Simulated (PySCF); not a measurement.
Compound: C₄H₁₀OSi.
Bonds: Si1–O2, O2–C3, C3–C4, C4–C5, C5–C6, C4–C6. Hydrogens: H7, H8, H9 on Si1; H10, H11 on C3; H12 on C4; H13, H14 on C5; H15, H16 on C6.

Level: B3LYP/def2-SVPD in PySCF, non-relativistic, on one gas-phase PBE0-D3(BJ)/def2-SVP geometry that isn't relaxed in the solvent. The solvent is an IEF-PCM continuum (cavity from Bondi-type radii × 1.2), and excitations are vertical TDDFT with non-equilibrium linear response and a frozen core. Specific hydrogen bonds and non-electrostatic terms are outside this model.

Gas-phase singlets (H = HOMO, L = LUMO):

| state | E (eV) | λ (nm) | f | leading configuration |
| --- | --- | --- | --- | --- |
| S1 | 6.728 | 184 | 0.003 | H→L 92% |
| S2 | 7.421 | 167 | 0.014 | H-1→L 54% |
| S3 | 7.468 | 166 | 0.030 | H→L+1 59% |
| S4 | 7.563 | 164 | 0.054 | H-2→L 60% |
| S5 | 7.751 | 160 | 0.011 | H→L+2 53% |

Q: How does the list change in acetone (ε = 20.49)?

A: 
| state | E (eV) | λ (nm) | f | leading configuration | change by rank (eV) |
| --- | --- | --- | --- | --- | --- |
| S1 | 6.741 | 184 | 0.004 | H→L 89% | +0.013 |
| S2 | 7.415 | 167 | 0.006 | H-1→L 56% | -0.006 |
| S3 | 7.501 | 165 | 0.062 | H→L+1 42% | +0.033 |
| S4 | 7.537 | 165 | 0.058 | H-2→L 45% | -0.026 |
| S5 | 7.733 | 160 | 0.005 | H-3→L 67% | -0.018 |

Q: How do the frontier levels move from gas to acetone?

A: 
```json
{"orbital": "LUMO+2", "gas (eV)": "0.83", "solvent (eV)": "1.01", "change (eV)": "+0.18"}
{"orbital": "LUMO+1", "gas (eV)": "0.53", "solvent (eV)": "0.63", "change (eV)": "+0.10"}
{"orbital": "LUMO", "gas (eV)": "0.05", "solvent (eV)": "0.10", "change (eV)": "+0.05"}
{"orbital": "HOMO", "gas (eV)": "-7.77", "solvent (eV)": "-7.71", "change (eV)": "+0.06"}
{"orbital": "HOMO-1", "gas (eV)": "-8.23", "solvent (eV)": "-8.16", "change (eV)": "+0.07"}
{"orbital": "HOMO-2", "gas (eV)": "-8.28", "solvent (eV)": "-8.18", "change (eV)": "+0.10"}
{"orbital": "HOMO-3", "gas (eV)": "-8.64", "solvent (eV)": "-8.63", "change (eV)": "+0.01"}
```

The HOMO–LUMO gap goes from 7.82 to 7.81 eV.

The run took 27 s wall on one thread, Arm Neoverse V2 (aarch64) (shared host), and the process peaked at 0.97 GiB of memory. This is the whole response run at B3LYP/def2-SVPD in acetone, SCF included.

The values belong to the conformer `[SiH3:1][O:2][CH2:3][CH:4]1[CH2:5][CH2:6]1`: Si1–O2–C3–C4 -179°, O2–C3–C4–C5 -81°.
